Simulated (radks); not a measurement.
Values are calculated unless marked as measured or tabulated.
Task: Species: Cu V. Configuration: [Ne] 3s1.75 3p6 3d7 4p0.25 (fractional occupations, a model configuration). Level of theory: scalar-relativistic Kohn-Sham, LDA (Slater exchange, Perdew-Zunger correlation), spin-polarised, spherical densities, point nucleus; open shells are filled with parallel spins first (a radial shooting solver on a logarithmic mesh with Libxc functionals). Some entries of the table are withheld. Estimate them.

orbital  occ.  eigenvalue (hartree)  <r> (bohr)  <1/r> (bohr^-1)
1s up       1             -327.3894     0.05221            29.11
1s down     1             -327.3802     0.05221            29.11
2s up       1             -41.80207      0.2358            6.312
2s down     1             -41.71391      0.2355            6.320
2p up       3             -36.49946      0.2068            6.202
2p down     3             -36.42991      0.2065            6.208
3s up       1              -6.91139      0.6976            2.040
3s down  0.75              -6.75556      0.7002            2.031
3p up       3              -5.33855      0.7221            1.906
3p down     3              -5.18646      0.7262            1.895
3d up       5              -2.78440         (1)            1.619
3d down     2              -2.63714         (2)            1.598
4s up       0              -1.84025       1.872           0.7137
4s down     0              -1.78233       1.895           0.7043
4p up    0.25              -1.47172       2.096           0.6322
4p down     0              -1.42074       2.130           0.6216
4d up       0              -0.94900         (3)           0.4912
4d down     0              -0.91165         (4)           0.4786

Result: 
(1) 3d up <r> (bohr): 0.7896
(2) 3d down <r> (bohr): 0.8034
(3) 4d up <r> (bohr): 2.704
(4) 4d down <r> (bohr): 2.784
